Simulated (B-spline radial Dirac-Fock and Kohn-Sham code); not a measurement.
# How the settings move the core levels of Br⁷⁺

ΔSCF core binding energies without Breit or QED terms, calculated with a radial B-spline solver. Keys: rel is the Hamiltonian (dirac, or spin-free x2c and nr, where L3 and M5 stand for the whole 2p and 3d shells), method is hf or an exchange,correlation pair (spin-unpolarised, also for the hole states), nuc the nuclear model, radius_factor scales its radius, rmax is the box in bohr, h the logarithmic mesh step, order the B-spline order, points the quadrature points per cell, c_factor scales the speed of light, and damp, ndamp, maxit and tol steer the iteration. The run stops when the commutator error falls below 10·tol·max(1, Z/10), or the numerical noise floor, and the energy has settled to about 1e-8 Ha; the virial ratio is −V/T.

Base input:

```json
{"items": [{"Z": 35, "q": 7, "cfg": [[1, 0, 2], [2, 0, 2], [2, 1, 6], [3, 0, 2], [3, 1, 6], [3, 2, 10]], "A": 79, "rrms": 4.1629, "do": "settings", "holes": ["K", "L3", "M5"],
  "settings": [{"rel": "dirac", "method": "hf", "nuc": "fermi", "radius_factor": 1.0, "rmax": 45.0, "h": 0.3, "order": 8, "points": 10, "c_factor": 1.0, "maxit": 60, "damp": 0.5, "ndamp": 3, "tol": 1e-08}]}]}
```

The ground state converged in 10 iterations, with total energy -2591.89578 Ha, virial ratio 1.97478 and highest orbital energy -194.56 eV. ΔSCF binding energies: K (1s) 13632.8 eV, L3 (2p3/2) 1678.9 eV, M5 (3d5/2) 190.7 eV.

Changes from the base run:

```
                        changed setting  Δ total energy (Ha)  Δ K (eV)  Δ L3 (eV)  Δ M5 (eV)  iterations
                           tol = 0.0001              0.00000      0.00       0.00       0.00           8
rel = "nr"; nuc = "gauss"; tol = 0.0001                    ?         ?          ?          ?           ?
                          nuc = "gauss"             -0.00003      0.00       0.00       0.00          10
                         c_factor = 2.0            +24.55442   -173.89      +2.08      +1.15          10
   h = 0.12; c_factor = 2.0; damp = 0.8            +24.55442   -173.89      +2.08      +1.15          10
                    radius_factor = 2.0             +0.05738     -0.67      +0.01       0.00          10
                             damp = 0.8              0.00000      0.00       0.00       0.00          10
```

Question: What does the change rel = "nr"; nuc = "gauss"; tol = 0.0001 do?

Answer: The total energy moves by +32.46855 Ha and the binding energies by K -229.82 eV, L3 +2.74 eV, M5 +1.53 eV; the run takes 8 iterations.
